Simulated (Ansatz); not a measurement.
Reaction (substitution at a C–N bond): `NC[NH][AlH2]` + `[SH][GeH3]` → `NC[S][GeH3]` + `[NH2][AlH2]`

Calculated with Ansatz (gas phase, PBE0-D4/def2-TZVP geometries, no zero-point term in ΔE). CCSD(T)/CBS is the MP2 limit (def2-TZVPP, def2-QZVPP) plus CCSD(T) − MP2 in def2-TZVPP, frozen cores. This one scheme is used for every species. DFT in def2-TZVPP. B3LYP here is the variant with VWN-RPA as its local correlation; programs differ in this. For Ge outer-core shells are correlated without core-valence functions, which leaves a few kJ/mol of doubt a bond. Scalar relativity is left out up to krypton. One conformer a species, not always the lowest.

| level | ΔE (kJ/mol) |
| --- | --- |
| BLYP | -11.5 |
| B3LYP | -11.7 |
| r2SCAN0 | -17.1 |
| SCS-MP2/def2-QZVPP | -19.7 |

(1) What does CCSD(T)/CBS give? (An estimate is asked.)

Largest T1 diagnostic among the species: 0.011.

Results:

(1) Ansatz gave: -20.4 kJ/mol. The listed levels differ from it by 8.9, 8.7, 3.3, 0.7 kJ/mol.

In def2-TZVPP, CCSD(T) changes the Hartree–Fock value by −8.5 kJ/mol (the triples alone add −2.1 kJ/mol) and MP2 by −14.1 kJ/mol. The D4 term adds −5.6 kJ/mol with B3LYP and −2.9 kJ/mol with PBE0; it sums over pairs of atoms, weighted by their polarisabilities, and B3LYP, whose exchange is more repulsive, gets the larger term. Leaving LDA and LC-ωPBE aside and taking each functional with its dispersion term where it has one, the values, not all of them listed here, spread over 6.3 kJ/mol, from revPBE-D4 to CAM-B3LYP-D4.
